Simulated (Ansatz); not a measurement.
`[OH][GaH][SeH]` + H₂ → `[GaH2][SeH]` + H₂O at 600 K and 1 bar (hydrogenolysis of a Ga–O bond).

Calculated with Ansatz (gas phase, PBE0-D4/def2-TZVP geometries, no zero-point term in ΔE). CCSD(T)/CBS is the MP2 limit (def2-TZVPP, def2-QZVPP) plus CCSD(T) − MP2 in def2-TZVPP, frozen cores. This one scheme is used for every species. For Ga, Se outer-core shells are correlated without core-valence functions, which leaves a few kJ/mol of doubt a bond. Scalar relativity is left out up to krypton. One conformer a species, not always the lowest.

```json
{"species": "`[OH][GaH][SeH]`", "CCSD(T)/CBS energy (Eh)": "-4401.68747", "H − E (kJ/mol)": "120.9", "S (J/(mol·K))": "388.2"}
{"species": "H₂", "CCSD(T)/CBS energy (Eh)": "-1.17544", "H − E (kJ/mol)": "43.9", "S (J/(mol·K))": "150.8"}
{"species": "`[GaH2][SeH]`", "CCSD(T)/CBS energy (Eh)": "-4326.46797", "H − E (kJ/mol)": "92.9", "S (J/(mol·K))": "342.3"}
{"species": "H₂O", "CCSD(T)/CBS energy (Eh)": "-76.37941", "H − E (kJ/mol)": "76.8", "S (J/(mol·K))": "212.8"}
```

H − E and S are ideal-gas, rigid-rotor, harmonic terms from PBE0-D4/def2-TZVP, for one conformer and one mirror image of each species. The MP2-based limit puts H₂ 0.8 mEh under its directly extrapolated value; such offsets cancel only in part. 1 Eh = 2625.50 kJ/mol, R = 8.31446 J/(mol·K).

By hand: ΔE, ΔH, ΔS and ΔG.

ΔE = (-4326.46797) + (-76.37941) − (-4401.68747) − (-1.17544) = 0.01553 Eh = 40.8 kJ/mol. Δ(H − E) = 92.9 + 76.8 − 120.9 − 43.9 = 4.9, so ΔH = 45.7 kJ/mol. ΔS = 342.3 + 212.8 − 388.2 − 150.8 = 16.1 J/(mol·K). ΔG = 45.7 − 600 × (16.1)/1000 = 36.0 kJ/mol.

By hand: the equilibrium constant, and the temperature at which ΔG would vanish if ΔH and ΔS stayed fixed.

log₁₀ K = −ΔG/(RT ln 10) = -3.1. ΔG = 0 at ΔH/ΔS = 2839 K, far beyond where these terms or the molecules hold.

ΔH outweighs TΔS. A doubt of 5 kJ/mol in ΔE shifts log₁₀ K by 0.4 here. Other conformers and mirror images would add mixing entropy, several J/(mol·K) or more a flexible species. These are equilibria of isolated gas molecules and say nothing of rates. Largest T1 diagnostic: 0.013 (customary marks: 0.02 for closed shells, 0.045 for open ones).
